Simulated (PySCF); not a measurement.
Job file and geometry (Å, from GFN2-xTB) of an NMR shielding run on SMILES CC(C)(C)S(C)(=O)=O, C₅H₁₂O₂S, PySCF 2.14.0, density-fitted response routines, GIAO PBE0/pcSseg-1 NMR shielding, non-relativistic, gas phase; density fitting, a coarse starting grid and PySCF grid level 2 are the driver's defaults:

```
{"job": {"kind": "nmr", "xc": "PBE0", "basis": "pcSseg-1"}, "charge": 0, "multiplicity": 1}
C     -1.719091    -0.748643     0.672113
C     -0.609692    -0.027230    -0.073337
C     -0.733141     1.478139     0.038048
C     -0.458565    -0.528172    -1.494532
S      0.913027    -0.526658     0.853439
C      2.347882     0.277727     0.058602
O      0.824142    -0.005083     2.192120
O      1.091051    -1.947748     0.708616
H     -1.536618    -1.820499     0.648628
H     -1.728723    -0.427204     1.710947
H     -2.690505    -0.542073     0.226046
H      0.003162     1.982141    -0.584168
H     -1.723693     1.803418    -0.275394
H     -0.581330     1.773826     1.073733
H     -0.124871    -1.563281    -1.475193
H      0.266404     0.065168    -2.047345
H     -1.411074    -0.477895    -2.019548
H      3.214806    -0.036076     0.626108
H      2.228449     1.350355     0.120371
H      2.423232    -0.069533    -0.962290
```

Task: What does the program print?

Result: 
```
coarse grid: 16672 points
cycle   1  E = -745.4226656470  dE =  1.546e+00  |g| = 1.162e+00  |ddm| = 4.001e+00
cycle   2  E = -744.8320278476  dE =  5.906e-01  |g| = 2.138e+00  |ddm| = 3.035e+00
cycle   3  E = -745.6641456059  dE = -8.321e-01  |g| = 2.181e-01  |ddm| = 2.266e+00
cycle   4  E = -745.6748802815  dE = -1.073e-02  |g| = 6.917e-02  |ddm| = 2.612e-01
cycle   5  E = -745.6759936191  dE = -1.113e-03  |g| = 1.720e-02  |ddm| = 6.965e-02
cycle   6  E = -745.6760617280  dE = -6.811e-05  |g| = 3.566e-03  |ddm| = 1.987e-02
cycle   7  E = -745.6760644943  dE = -2.766e-06  |g| = 9.816e-04  |ddm| = 3.987e-03
final grid: 154672 points
cycle   8  E = -745.7483371195  dE = -4.799e-05  |g| = 1.349e-02  |ddm| = 3.952e-02
cycle   9  E = -745.7482911149  dE =  4.600e-05  |g| = 1.999e-02  |ddm| = 2.922e-02
cycle  10  E = -745.7483762916  dE = -8.518e-05  |g| = 3.026e-03  |ddm| = 1.943e-02
cycle  11  E = -745.7483779933  dE = -1.702e-06  |g| = 2.297e-04  |ddm| = 2.513e-03
cycle  12  E = -745.7483780053  dE = -1.203e-08  |g| = 8.469e-05  |ddm| = 3.838e-04
cycle  13  E = -745.7483780068  dE = -1.501e-09  |g| = 2.882e-05  |ddm| = 1.076e-04
cycle  14  E = -745.7483780070  dE = -1.744e-10  |g| = 6.007e-06  |ddm| = 2.639e-05
converged SCF energy = -745.7483780070

GIAO shielding tensors (ppm)
atom      isotropic    diamagn.    paramagn.     s11        s22        s33       span
  0 C      166.950     248.777     -81.828    153.831    157.845    189.173     35.342
  1 C      121.364     256.957    -135.592    100.309    102.781    161.004     60.694
  2 C      162.180     249.976     -87.796    144.906    153.700    187.933     43.027
  3 C      162.181     249.984     -87.803    144.927    153.713    187.904     42.977
  4 S      179.594    1053.709    -874.116     37.844    192.849    308.088    270.244
  5 C      146.827     256.275    -109.448    121.982    128.952    189.547     67.565
  6 O      150.245     401.268    -251.024     73.874    157.910    218.951    145.077
  7 O      150.232     401.265    -251.032     73.842    157.939    218.915    145.073
  8 H       30.036      31.416      -1.380     25.310     28.918     35.882     10.572
  9 H       30.039      31.421      -1.382     25.316     28.916     35.887     10.571
 10 H       30.974      31.172      -0.198     27.116     28.308     37.497     10.381
 11 H       30.807      32.985      -2.178     26.830     29.091     36.499      9.669
 12 H       30.504      31.659      -1.156     26.365     28.205     36.941     10.576
 13 H       29.692      32.363      -2.671     25.407     28.868     34.802      9.395
 14 H       29.693      32.361      -2.668     25.409     28.865     34.804      9.395
 15 H       30.808      32.989      -2.182     26.830     29.097     36.496      9.665
 16 H       30.501      31.657      -1.155     26.363     28.201     36.940     10.577
 17 H       28.993      28.045       0.948     26.202     26.643     34.134      7.932
 18 H       29.279      31.957      -2.679     25.032     28.565     34.239      9.207
 19 H       29.282      31.958      -2.676     25.038     28.567     34.243      9.204
```

Task: Turn these shieldings into chemical shifts. Chemical shifts δ = σref − σ; ¹³C (σ = 186.93 ppm), ¹H (σ = 31.72 ppm) against TMS; ³³S (σ = 503.73 ppm) against CS2; H2O for ¹⁷O (σ = 336.08 ppm), all at this level.

Result: Averaging equivalent atoms: C 1: 65.6; C 5: 40.1; C 0/2/3: 23.2; S 4: 324; O 6/7: 185.8; H 17/18/19: 2.53; H 8/9/10/11/12/13/14/15/16: 1.38 ppm. Experimental scales use liquid or dissolved standards, which lie at an offset from isolated H2O (liquid H2O: subtract about 36 ppm).

Size and cost of the density-fitted run: 203 basis functions, 60 s wall time on 1 thread of an x86-64 server CPU, shared host.
